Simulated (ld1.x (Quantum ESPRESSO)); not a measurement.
How hard is this oxygen (O) PAW potential?

ld1.x (Quantum ESPRESSO) 7.5 input, shortened:

```
&input
   title='O', zed=8., rel=1, dft='PZ', iswitch=3,
   config='[He] 2s1.75 2p4.25 3d-2'
 /
 &inputp
   pseudotype=3, lpaw=.true., tm=.true., lloc=-2, rcloc=1.95,
   nlcc=.true., new_core_ps=.true.,
   which_augfun='PSQ', rmatch_augfun_nc=.true.
 /
6
2S  1  0   1.75   0.00  0.90  1.00  0.0
2S  1  0   0.00  -1.10  0.90  1.00  0.0
2P  2  1   4.25   0.00  1.80  2.25  0.0
2P  2  1   0.00   0.90  1.80  2.25  0.0
3D  3  2  -2.00  -0.15  1.25  1.65  0.0
3D  3  2  -2.00   1.90  1.25  1.65  0.0
 &test
   configts(1)='2s1.75 2p4.25'
 /
```

The pseudo-atom Hamiltonian at the reference potential is diagonalised in spherical Bessel functions j_l(qr) that vanish at 20 bohr, with q² up to the cutoff. All-electron valence levels (Ry): 2s -1.7544, 2p -0.6836.

How do the lowest levels (Ry) of each channel move with the cutoff, and are there ghosts?

| cutoff (Ry) | s #1 | p #1 | p #2 | d #1 | f #1 | Σ f·Δε (mRy) |
| --- | --- | --- | --- | --- | --- | --- |
| 8 | -1.6464 | -0.6650 | 0.0424 | 0.0797 | 0.1208 | 268.2 |
| 10 | -1.6956 | -0.6768 | 0.0422 | 0.0797 | 0.1208 | 131.8 |
| 12 | -1.7243 | -0.6815 | 0.0420 | 0.0797 | 0.1208 | 61.8 |
| 15 | -1.7397 | -0.6833 | 0.0417 | 0.0797 | 0.1208 | 26.9 |
| 18 | -1.7496 | -0.6834 | 0.0415 | 0.0797 | 0.1208 | 9.1 |
| 21 | -1.7521 | -0.6835 | 0.0413 | 0.0797 | 0.1208 | 4.8 |
| 25 | -1.7531 | -0.6835 | 0.0411 | 0.0797 | 0.1208 | 2.5 |
| 30 | -1.7537 | -0.6836 | 0.0411 | 0.0797 | 0.1208 | 1.4 |
| 35 | -1.7539 | -0.6836 | 0.0411 | 0.0797 | 0.1208 | 1.0 |
| 40 | -1.7541 | -0.6836 | 0.0411 | 0.0797 | 0.1208 | 0.7 |
| 45 | -1.7541 | -0.6836 | 0.0411 | 0.0797 | 0.1208 | 0.6 |
| 400 | -1.7545 | -0.6836 | 0.0411 | 0.0797 | 0.1208 | 0.0 |

Result: no extra level below or beside the all-electron valence levels (s, p, d, f tested); 10 mRy is reached at 18 Ry and 1 mRy at 35 Ry.

2 of 9 tests not solved or not reliable.
